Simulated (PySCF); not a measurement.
## Zr (zirconium, neutral) across methods

[Kr] 4d3 5s1, high-spin 5F determinant (an excited configuration). All numbers are calculated (PySCF 2.14, a scalar-relativistic core potential, in aug-cc-pVDZ-PP with ECP28MDF).

```csv
method,E (hartree),mean ε 4p β (eV),mean ε 5s α (eV),mean ε 4d α (eV),Σ⟨r²⟩ (bohr²),⟨S²⟩
HSE06,-46.7393,-30.847,-4.405,-3.577,56.21,6.001
TPSSh,-46.7327,-30.242,-4.363,-3.356,56.40,6.001
PBEsol,-46.6600,-29.236,-4.307,-2.969,56.55,6.001
UHF,-46.30302,-36.227,-5.910,-6.585,56.65,6.005
LDA,-46.6147,-29.334,-4.460,-3.015,56.76,6.000
r2SCAN,-46.7759,-29.902,-4.416,-3.189,55.89,6.002
CAM-B3LYP,-46.6962,-32.620,-5.499,-4.989,55.93,6.001
PBE0,-46.7389,-31.236,-4.742,-3.970,56.07,6.001
```

Task: Estimate the same row for PBE.

Result: E (hartree) = -46.7547; mean ε 4p β (eV) = -29.304; mean ε 5s α (eV) = -4.247; mean ε 4d α (eV) = -2.996; Σ⟨r²⟩ (bohr²) = 56.68; ⟨S²⟩ = 6.001.

Energies and moments cover only the electrons outside the core potential.
